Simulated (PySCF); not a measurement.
Correlation energy of Ag⁺ (silver, charge +1)

[Kr] 4d10, closed-shell 1S. Computed with PySCF 2.14 in def2-SVP with the def2 core potential (28 electrons), with a scalar-relativistic core potential. Frozen: 4s2 4p6; 10 electrons correlated.

Total MP2 correlation energy: -206.10 mhartree.

Same-spin part -79.08 and opposite-spin part -127.02 mhartree; SCS-MP2 scales them by 1/3 and 6/5 to -178.79 mhartree.

```tsv
level	correlation energy (mhartree)
CCSD	-199.70
(T)	-3.69
CCSD(T)	-203.39
```

Diagnostics: T1 = 0.0026, D1 = 0.0037, largest double amplitude 0.021.

Is a single reference adequate?

Yes, within this model without spin-orbit coupling: T1 lies below 0.03 and no double amplitude reaches 0.07.
